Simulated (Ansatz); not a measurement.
Basis-set extrapolation for `C[SiH2][SiH](O)F` (PBE0-D4/def2-TZVP geometry, frozen core, the Gaussian-basis code of Ansatz). Multiplicity 1, RHF reference.

|  | def2-TZVPP | def2-QZVPP |
| --- | --- | --- |
| HF | -794.358956 | -794.387861 |
| MP2 correlation | -0.913338 | -0.988112 |
| CCSD(T) correlation | -0.992296 | not run |

Energies in hartree. Use E(X) = E(∞) + A·exp(−7.88·√X) for Hartree–Fock and E(X) = E(∞) + B·X^(−2.97) for correlation, with X = 3 and 4, and add CCSD(T) minus MP2 of the smaller set to the MP2 limit.

Question: What is the CCSD(T) energy at the basis-set limit?

Answer: HF limit: -794.387861 + (-0.028905) × 0.13774 = -794.39184. MP2 limit: -0.988112 + (-0.074774) × 0.74074 = -1.04350. Higher-order term: -0.992296 − (-0.913338) = -0.07896. Total: -795.51430 hartree, 102.3 kcal/mol below CCSD(T)/def2-TZVPP.
